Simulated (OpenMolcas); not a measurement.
Mn3+ (d4) among equal point charges was computed by CASSCF with the d shell active (OpenMolcas, ANO-RCC-VTZP on the metal). Its lowest spin-free states, and all those of the highest spin:

| 2S+1 | Degeneracy | E (cm-1) |
| --- | --- | --- |
| 5 | 2 | 0.0 |
| 5 | 1 | 2709 |
| 5 | 2 | 5512 |
| 3 | 2 | 21149 |
| 3 | 1 | 22188 |
| 3 | 2 | 23958 |
| 3 | 1 | 24608 |
| 3 | 2 | 24918 |
| 3 | 1 | 25367 |
| 3 | 2 | 25629 |
| 3 | 1 | 27530 |
| 3 | 2 | 27919 |

**Question.** Is the site octahedral, tetrahedral or cube-like, axial, or of lower symmetry?

**Answer.** The states with 2S+1 = 5 have orbital degeneracies 2, 1, 2. There are pairs but no triples, so the site is axial: not cubic, but with a proper or improper axis of order three or more. The run had Mn3+ among 6 point charges of -2 e arranged as a trigonal antiprism (D3d), 1.93 Å from the ion, with a polar angle of 50.9° against the regular 54.74°.

An orbital doublet at a regular site is open to a Jahn-Teller distortion, which this geometry leaves out. Without dynamic correlation the repulsion within the d shell is too large (B by tens of per cent), so at a given field states of lower spin stand too high. This is an electrostatic model: the charges have no orbitals. No measured value stands beside these numbers.
